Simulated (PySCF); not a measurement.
# Dipole response of Sn- (tin, charge -1)

[Kr] 4d10 5s2 5p3, high-spin 4S determinant. Calculation: PySCF 2.14, in x2c-QZVPPall with one added diffuse shell each of s, p, d, f type (14s10p8d5f1g, 128 functions); the spin-free X2C one-electron Hamiltonian (Gaussian nucleus). Coupled (time-dependent) response in atomic units; α is the mean over directions.

```csv
method,mean α (bohr³),C₆ (like pair),S(−4)
UHF,174.4,3014,15200
```

S(−4) is the Cauchy moment in α(ω) = α(0) + S(−4) ω² + …

α(iu) at UHF:

```csv
u (hartree),α(iu) (bohr³)
0,174.4
0.0500,145.6
0.100,104.6
0.200,56.83
0.300,35.17
0.500,17.54
0.750,9.771
1.00,6.476
1.50,3.691
2.00,2.492
3.00,1.409
5.00,0.6460
```

A single London oscillator, α(iu) = α/(1 + u²/ω²), gives C₆ = (3/4) ω α². Matching the computed C₆ needs ω = 4 × 3014 / (3 × 174.4²) = 0.132 hartree.

For an ion, C₆ is the dispersion term alone; charge-induced terms of lower order in 1/R come first.
